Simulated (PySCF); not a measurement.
# Computed vibrations of [Ho(H2O)3]3+

[Ho(H2O)3]3+ (singlet in the valence; each metal's 4f electrons, 10 of them, lie in its core potential, out of spins and levels). PySCF 2.14.0, RKS PBE0, Ho lcecp-1-SVP with ECP56, O def2-SVP, H def2-SVP; non-relativistic Hamiltonian with scalar-relativistic core potentials where named; density fitting; no spin-orbit coupling. Central differences of gradients.

```xyz
10

Ho    0.0000    0.0000    0.0000
O     2.2466    0.0000    0.0000
H     2.8645    0.0000    0.7716
H     2.8645    0.0000   -0.7716
O    -1.1233    1.9456    0.0000
H    -1.4322    2.4807    0.7716
H    -1.4322    2.4807   -0.7716
O    -1.1233   -1.9456    0.0000
H    -1.4322   -2.4807    0.7716
H    -1.4322   -2.4807   -0.7716
```

Run from Python with OMP_NUM_THREADS=2. Where DIIS fails, smearing, a level shift and second-order steps follow.
It took 44 s on 2 threads of Arm Neoverse V2, with other jobs on the host.

Task: What are the harmonic wavenumbers and infrared intensities?

Result: Modes are labelled in D3h; negative numbers are unstable modes, those under 60 cm⁻¹ near the noise; a finer grid moves soft modes by up to 10 cm⁻¹.
| cm⁻¹ | km/mol | symmetry |
| --- | --- | --- |
| -203 | – | a1'' |
| -179 | – | e'' |
| -179 | – | e'' |
| -49 | – | a2'' |
| 54 | 5.8 | e' |
| 54 | 5.8 | e' |
| 410 | 0.0 | a1' |
| 415 | 24.8 | e' |
| 415 | 24.8 | e' |
| 635 | 0.0 | e'' |
| 635 | 0.0 | e'' |
| 648 | 0.0 | a2' |
| 654 | 278.9 | a2'' |
| 678 | 580.6 | e' |
| 678 | 580.6 | e' |
| 1675 | 223.9 | e' |
| 1675 | 223.9 | e' |
| 1679 | 0.0 | a1' |
| 3564 | 859.3 | e' |
| 3564 | 859.3 | e' |
| 3584 | 0.0 | a1' |
| 3596 | 0.0 | e'' |
| 3596 | 0.0 | e'' |
| 3599 | 1359.9 | a2'' |

Task: Is this a minimum?

Result: No: 4 unstable; the lowest moves the atoms so:
```
Ho   0.00  0.00  0.00
O    0.00  0.00  0.00
H    0.00  0.41  0.00
H    0.00 -0.41  0.00
O    0.00  0.00  0.00
H   -0.35 -0.20  0.00
H    0.35  0.20  0.00
O    0.00  0.00  0.00
H    0.35 -0.20  0.00
H   -0.35  0.20  0.00
```

An lcecp potential fixes the number of 4f electrons, so in runs with it no electron can move into or out of that shell.
